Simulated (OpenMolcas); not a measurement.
## Potential curves of GeF: spin–orbit levels

Computed with OpenMolcas 26.06: state-averaged CASSCF(9,7) over Ge 4s 4p, F 2p, XMS-CASPT2 (IPEA 0.25, imaginary shift 0.2 hartree), scalar X2C, ANO-RCC-VTZP, then RASSI spin–orbit state interaction with atomic mean-field integrals. C2 symmetry about the axis (a holds Σ, Δ, Γ; b holds Π, Φ, H; Σ⁺ and Σ⁻ are not told apart); roots by multiplicity and irrep: 2b 4, 2a 4, 4a 1, 4b 2.

XMS-CASPT2 energies with spin–orbit state interaction in eV from the lowest point. Curves are followed by energy order within each symmetry, so they are adiabatic and may change character at avoided crossings.

| R (Å) | (1)Ω=1/2 | (1)Ω=3/2 | (7)Ω=1/2 |
| --- | --- | --- | --- |
| 1.695 | 0.002 | 0.100 | 8.339 |
| 1.775 | 0.000 | 0.099 | 7.600 |
| 1.864 | 0.212 | 0.312 | 7.079 |
| 1.952 | 0.593 | 0.694 | 6.781 |
| 2.077 | 1.165 | 1.266 | 6.515 |
| 2.236 | 1.819 | 1.920 | 6.198 |

Left out for impure symmetry, kinks or missing points, though low: (2)Ω=1/2, (2)Ω=3/2, (1)Ω=5/2, (1)Ω=2, (3)Ω=1/2, (4)Ω=1/2, (2)Ω=5/2, (3)Ω=3/2, (5)Ω=1/2, (6)Ω=1/2, (4)Ω=3/2, (5)Ω=3/2. Only roots inside an energy window near the equilibrium distance were included, so the list of states is not complete; labels number the states computed. Each spin and symmetry block has orbitals of its own, averaged over its own roots, so gaps between blocks are less sure than gaps within one and near the minimum can be off by tenths of an eV, in bad cases by more. No Rydberg orbitals are active, so Rydberg states, and σ→σ* states whose orbital the CASSCF left unused, can be missing between those listed. CASPT2 splits the two components of degenerate states numerically, here by up to 100 cm⁻¹. The CASPT2 reference weights are uneven, so some states carry less reliable energies. Points that failed a check (symmetry, reference weights, a jump) are left out.
